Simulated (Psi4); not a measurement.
H$_{10}$Si$_{4}$, triplet, at the geometry of the source list (a higher spin typed on purpose: for a closed-shell molecule this is an excited state); CCSD(T)/STO-3G (Psi4 1.11).

Input for Psi4:
```
memory 2 GB

molecule {
0 3
Si   -0.00790000    2.10850000   -0.74290000
Si    0.05240000    0.16720000    0.53970000
Si    1.91840000   -1.14510000    0.07820000
Si   -1.93430000   -1.03930000    0.41950000
H     1.20150000    2.92610000   -0.62340000
H    -0.14290000    1.77620000   -2.16380000
H    -1.13120000    2.99010000   -0.41680000
H     0.18940000    0.60450000    1.95100000
H     3.18760000   -0.42850000    0.22320000
H     1.87240000   -1.62770000   -1.30480000
H     2.02120000   -2.33440000    0.92700000
H    -1.95100000   -2.22530000    1.27890000
H    -3.11730000   -0.25530000    0.78180000
H    -2.15830000   -1.51700000   -0.94770000
}

set {
  basis sto-3g
  reference uhf
  freeze_core true
  mp2_type conv
  scf_type pk
  puream true
  d_convergence 1e-8
}

energy('ccsd(t)')
print_variables()
```

**Question.** Write the output that Psi4 gives for this input, abridged.

**Answer.** 
```
   => Loading Basis Set <=

    Name: STO-3G
    Role: ORBITAL
    Keyword: BASIS

         ---------------------------------------------------------
                                   SCF
               by Justin Turney, Rob Parrish, Andy Simmonett
                          and Daniel G. A. Smith
                              UHF Reference
         ---------------------------------------------------------

  ==> Geometry <==

    Molecular point group: c1
    Full point group: C1

    Geometry (in Angstrom), charge = 0, multiplicity = 3:

       Center              X                  Y                   Z               Mass
    ------------   -----------------  -----------------  -----------------  -----------------
         SI          -0.014222992624     2.088315062007    -0.808008311156    27.976926534650
         SI           0.046077007376     0.147015062007     0.474591688844    27.976926534650
         SI           1.912077007376    -1.165284937993     0.013091688844    27.976926534650
         SI          -1.940622992624    -1.059484937993     0.354391688844    27.976926534650
         H            1.195177007376     2.905915062007    -0.688508311156     1.007825032230
         H           -0.149222992624     1.756015062007    -2.228908311156     1.007825032230
         H           -1.137522992624     2.969915062007    -0.481908311156     1.007825032230
         H            0.183077007376     0.584315062007     1.885891688844     1.007825032230
         H            3.181277007376    -0.448684937993     0.158091688844     1.007825032230
         H            1.866077007376    -1.647884937993    -1.369908311156     1.007825032230
         H            2.014877007376    -2.354584937993     0.861891688844     1.007825032230
         H           -1.957322992624    -2.245484937993     1.213791688844     1.007825032230
         H           -3.123622992624    -0.275484937993     0.716691688844     1.007825032230
         H           -2.164622992624    -1.537184937993    -1.012808311156     1.007825032230

  Running in c1 symmetry.

  Rotational constants: A =      0.06242  B =      0.06242  C =      0.03390 [cm^-1]
  Rotational constants: A =   1871.23508  B =   1871.20904  C =   1016.18397 [MHz]
  Nuclear repulsion =  328.604348164077692

  Charge       = 0
  Multiplicity = 3
  Electrons    = 66
  Nalpha       = 34
  Nbeta        = 32

  ==> Algorithm <==

  SCF Algorithm Type is PK.
  DIIS enabled.
  MOM disabled.
  Fractional occupation disabled.
  Guess Type is SAD.
  Energy threshold   = 1.00e-08
  Density threshold  = 1.00e-08
  Integral threshold = 1.00e-12

  ==> Primary Basis <==

  Basis Set: STO-3G
    Blend: STO-3G
    Number of shells: 30
    Number of basis functions: 46
    Number of Cartesian functions: 46
    Spherical Harmonics?: true
    Max angular momentum: 1

  ==> Integral Setup <==

  Using in-core PK algorithm.
   Calculation information:
      Number of atoms:                  14
      Number of AO shells:              30
      Number of primitives:             90
      Number of atomic orbitals:        46
      Number of basis functions:        46

      Integral cutoff                 1.00e-12
      Number of threads:                 1

  Performing in-core PK
  Using 1169642 doubles for integral storage.
  We computed 86640 shell quartets total.
  Whereas there are 108345 unique shell quartets.

  ==> DiskJK: Disk-Based J/K Matrices <==

    J tasked:                  Yes
    K tasked:                  Yes
    wK tasked:                  No
    Schwarz Cutoff:          1E-12

  Minimum eigenvalue in the overlap matrix is 2.8270058913E-01.
  Reciprocal condition number of the overlap matrix is 1.4203541184E-01.
    Using symmetric orthogonalization.

  ==> Pre-Iterations <==

  SCF Guess: Superposition of Atomic Densities via on-the-fly atomic UHF (no occupation information).

   -------------------------
    Irrep   Nso     Nmo
   -------------------------
     A         46      46
[...]
  @UHF Final Energy: -1147.94725355956143
    Total Energy =                      -1147.9472535595614318
[...]
              6   0        -0.0236466111
              3   0        -0.0232929441
              4   0        -0.0219716455
              0   0         0.0204437930
              2   0         0.0153698367
              3   4         0.0077796698
              4   4        -0.0056653268
              6   3         0.0052603095

    Largest TIJAB Amplitudes:
     13  12   6   1         0.0109463623
     13  12   5   0        -0.0086711179
     13  11   5   1        -0.0077655149
     13  12   8   1        -0.0073508493
     13   4   4   1        -0.0066510458
     13   4   3   0         0.0061022366
     12  11   7   0         0.0053712748
     13   7  11   0         0.0050461089
     13  11   4   1        -0.0049447136
     13  12   7   0        -0.0048527841

    Largest Tijab Amplitudes:
     11   3   2   0        -0.0076820775
     11   2   2   0         0.0075484784
     10   2   1   0        -0.0071718813
      3   2   3   0        -0.0058795194
     11   8   2   0        -0.0054948990
     11   6   2   0        -0.0053351444
      3   2   1   0        -0.0053229811
     11   3   2   1         0.0052559977
     10   2  13   0        -0.0050674490
      4   2   1   0        -0.0046795722

    Largest TIjAb Amplitudes:
     13  11   1   0         0.1236298376
     13  10   0   0         0.1035142535
     12  11   1   2        -0.0515219864
     13   0   0   0        -0.0448890915
     13   3   0   0         0.0392941878
     13  11   0   2         0.0374154365
     10  10   2   4         0.0338348179
     12  11   0   1         0.0329908253
     11  10   2   4        -0.0320213295
     11  10   0   1         0.0308889607

    SCF energy       (wfn)                    = -1147.947253559561432
    Reference energy (file100)                = -1147.947253559565752

    Opposite-spin MP2 correlation energy      =   -0.140202847077246
    Same-spin MP2 correlation energy          =   -0.007081954730633
    Singles MP2 correlation energy            =   -0.000000000000000
    MP2 correlation energy                    =   -0.147284801807879
      * MP2 total energy                      = -1148.094538361373679

    Opposite-spin CCSD correlation energy     =   -0.212020526715702
    Same-spin CCSD correlation energy         =   -0.006884857871245
    Singles CCSD correlation energy           =   -0.000000000000000
    CCSD correlation energy                   =   -0.218905384586947
      * CCSD total energy                     = -1148.166158944152812

            **************************
            *                        *
            *        CCTRIPLES       *
            *                        *
            **************************

    Wave function   =    CCSD_T
    Reference wfn   =      UHF

    Nuclear Rep. energy (wfn)                =  328.604348164077692
    SCF energy          (wfn)                = -1147.947253559561432
    Reference energy    (file100)            = -1147.947253559565752
    CCSD energy         (file100)            =   -0.218905384586947
    Total CCSD energy   (file100)            = -1148.166158944152812

    Number of ijk index combinations:
    Spin Case AAA:                                 364
    Spin Case BBB:                                 220
    Spin Case AAB:                                1092
    Spin Case ABB:                                 924
    AAA (T) energy                             =   -0.000010605140809
    BBB (T) energy                             =   -0.000009496570661
    AAB (T) energy                             =   -0.001528640863090
    ABB (T) energy                             =   -0.001274101676272
    (T) energy                                   =   -0.002822844250832
      * CCSD(T) total energy                     = -1148.168981788403471

  Variable Map:
  ----------------------------------------------------------------------------
[...]
  Array Variable Map:
  ----------------------------------------------------------------------------
[...]
[...]
```
